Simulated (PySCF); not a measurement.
**Spinor energies of Xe(18+) (xenon, charge +18)**

Start: [Kr]. Calculated with PySCF 2.14 in an uncontracted even-tempered set (18 s from 1 bohr⁻², ratio 2.8; 14 p from 1.4 bohr⁻², ratio 2.8; 9 d from 2.4 bohr⁻², ratio 2.8; 4 f from 9.1 bohr⁻², ratio 3): generalised Hartree-Fock with the X2C-1e Hamiltonian and a Gaussian nucleus; spin-orbit coupling (SO) screened by Boettger's factors.

| spinor shell | electrons | ε, screened SO (eV) | weight of nominal j (screened SO) | rms radius, screened SO (bohr) |
| --- | --- | --- | --- | --- |
| 1s1/2 | 2 | -35198.5 | 1.000 | 0.0305 |
| 2s1/2 | 2 | -5978.9 | 1.000 | 0.124 |
| 2p1/2 | 2 | -5634.4 | 1.000 | 0.107 |
| 3s1/2 | 2 | -1621.5 | 1.000 | 0.325 |
| 3p1/2 | 2 | -1478.1 | 1.000 | 0.316 |
| 3p3/2 | 4 | -1412.9 | 1.000 | 0.327 |
| 3d3/2 | 4 | -1162.9 | 1.000 | 0.299 |
| 3d5/2 | 6 | -1149.2 | 1.000 | 0.302 |
| 4s1/2 | 2 | -626.55 | 1.000 | 0.705 |
| 4p1/2 | 2 | -565.93 | 1.000 | 0.724 |
| 4p3/2 | 4 | -549.61 | 1.000 | 0.745 |

(1) Where does 2p3/2 lie, and what is the 2p spin-orbit splitting (screened SO)?

```json
{"quantity": "E (hartree)", "screened SO": "-7317.83070"}
{"quantity": "M_J", "screened SO": "0"}
{"quantity": "⟨J²⟩", "screened SO": "0.000"}
{"quantity": "⟨L²⟩", "screened SO": "0.021"}
{"quantity": "⟨S²⟩", "screened SO": "0.021"}
```

Breit and QED terms are absent; they matter most for the inner s and p1/2 levels.

Densities and radii are taken from the X2C orbitals without a picture-change correction, which distorts them close to the nucleus.

Answers

(1) At -5306.4 eV, 327.95 eV above 2p1/2.
